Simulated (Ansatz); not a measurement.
Ansatz (a program for electronic structure) input:

Ansatz 0.2 input:
```yaml
crystal:
  periodic: [false, false, false]
  atoms:
    - {symbol: Sb, position_ang: [0.02911493, 0.00431928, 1.20367522]}
    - {symbol: I, position_ang: [1.06498499, -2.02202348, -0.62976114]}
    - {symbol: I, position_ang: [-1.09651905, 2.02288170, -0.58491998]}
basis:
  gaussian:
    orbitals: def2-TZVP
hamiltonian:
  xc: b3lyp
  dispersion: d3bj
total_charge: -1
relax: {f_tol: 0.002, max_steps: 150}
```

Which total energy does the run end on?

-836.10670 Eh (B3LYP-D3(BJ)/def2-TZVP). The basis has 150 functions. The run takes roughly 40 core-seconds.
